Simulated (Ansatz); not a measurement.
Reaction (formal exchange of groups at the Si–Sb bond): `N[SiH](O)[SbH2]` + `CC(C)CCl` → `N[SiH](O)CCl` + `C[CH](C)[SbH2]`

Calculated with Ansatz (gas phase, PBE0-D4/def2-TZVP geometries, no zero-point term in ΔE). CBS: MP2 limit from def2 TZ/QZ plus the TZ coupled-cluster correction, frozen cores. Functionals use def2-TZVPP. Elements past krypton have def2 core potentials. For Sb outer-core shells are correlated without core-valence functions, which leaves a few kJ/mol of doubt a bond. One conformer a species, not always the lowest.

| level | ΔE (eV) |
| --- | --- |
| ωB97M-V | 0.27 |
| SCS-MP2/def2-TZVPP | 0.23 |

(1) What does CCSD(T)/CBS give? (Estimate.)

Largest T1 diagnostic among the species: 0.013.

Results:

(1) Ansatz gave: +0.27 eV. The listed levels differ from it by 0.00, -0.04 eV.

The D4 term adds −0.04 eV with B3LYP and −0.02 eV with PBE0; it sums over pairs of atoms, weighted by their polarisabilities, and B3LYP, whose exchange is more repulsive, gets the larger term. In def2-TZVPP, CCSD(T) changes the Hartree–Fock value by −0.09 eV (the triples alone add −0.01 eV) and MP2 by −0.10 eV.

B3LYP here is the variant with VWN-RPA as its local correlation; programs differ in this.
